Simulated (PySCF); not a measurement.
## Relaxation of singlet BBr3

Method: PySCF, B3LYP, basis B def2-SVP, Br def2-SVP (no relativity, density fitting). A (50,194) grid was used.

A hand-made trigonal planar start, of D3h symmetry, held to at least that symmetry:

```xyz
4
charge 0 multiplicity 1, angstrom
B     0.0000    0.0000    0.0000
Br    1.9900    0.0000    0.0000
Br   -0.9950    1.7234    0.0000
Br   -0.9950   -1.7234    0.0000
```

What forces act on the atoms at the start (eV/Å)?


```tsv
atom	Fx	Fy	Fz
B1	-0.01	0.00	0.00
Br2	-1.47	0.00	0.00
Br3	0.74	-1.28	0.00
Br4	0.74	1.28	0.00
```

What does it relax to?

It ends at D3h with B–Br 1.912 Å (×3); Br–B–Br 120.0° (×3). A frequency run shows a minimum. Other isomers or separated fragments may lie lower.

How much energy is released, and in how many steps?

17.7 kJ/mol in 4 steps.

The relaxation took of the order of 50 core-seconds on a shared host.
